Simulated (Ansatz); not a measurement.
`[NH]=[Nb]([NH2])([F])[Cl]` + NH₃ → `[NH]=[Nb]([NH2])([NH2])[F]` + HCl  (ligand exchange at the Nb–Cl bond)

Calculated with Ansatz (gas phase, PBE0-D4/def2-TZVP geometries, no zero-point term in ΔE). CCSD(T)/CBS adds triple-zeta CCSD(T) − MP2 to the extrapolated MP2 energy (def2 sets, frozen cores). This one scheme is used for every species. DFT in def2-TZVPP. def2 core potentials past Kr. For Nb outer-core shells are correlated without core-valence functions, which leaves a few kJ/mol of doubt a bond. Each species was taken in one conformer, which may not be the lowest.

`[NH]=[Nb]([NH2])([F])[Cl]`:

```xyz
8

N    -0.654   -1.347   -0.744
Nb   -0.596    0.196    0.047
N     1.316    0.520    0.223
F    -1.401    1.521   -1.016
Cl   -1.593    0.064    2.132
H    -0.820   -2.224   -1.215
H     2.061   -0.093   -0.071
H     1.688    1.361    0.646
```

NH₃:

Z-matrix (Å, degrees):
```
N
H 1 1.013
H 1 1.013 2 107.1
H 1 1.013 2 107.1 3 -114.5
```

`[NH]=[Nb]([NH2])([NH2])[F]`:

Cartesian coordinates in Å:
```
N 0.031 1.821 -0.148
Nb 0.076 0.112 -0.500
N -1.673 -0.586 0.092
N 1.566 -0.603 0.579
F 0.349 -0.304 -2.331
H 0.039 2.829 -0.164
H -1.917 -1.567 0.097
H -2.409 -0.045 0.518
H 2.150 -0.069 1.203
H 1.788 -1.587 0.654
```

HCl:

```xyz
2

Cl   -0.360   -0.330   -0.412
H     0.360    0.330    0.412
```

CCSD(T)/CBS gives +21.0 kcal/mol.

(1) Another level gave +21.6 kcal/mol. Which?
A. BHLYP/def2-TZVPP
B. BLYP/def2-TZVPP
C. B97M-V/def2-TZVPP
D. RPA@PBE/def2-TZVPP

Largest T1 diagnostic among the species: 0.020, so the coupled-cluster value is less sure than usual.

Results:

(1) A. BHLYP 21.6, BLYP 20.7, RPA@PBE/def2-TZVPP 19.7, B97M-V 22.9 kcal/mol.

Leaving LDA and LC-ωPBE aside and taking each functional with its dispersion term where it has one, the values, not all of them listed here, spread over 2.7 kcal/mol, from CAM-B3LYP-D4 to B97M-V. LDA lies −1.6 kcal/mol from PBE without D4. From BLYP to BHLYP (50 % exact exchange), in def2-TZVPP and without D4, ΔE moves by +1.0 kcal/mol.
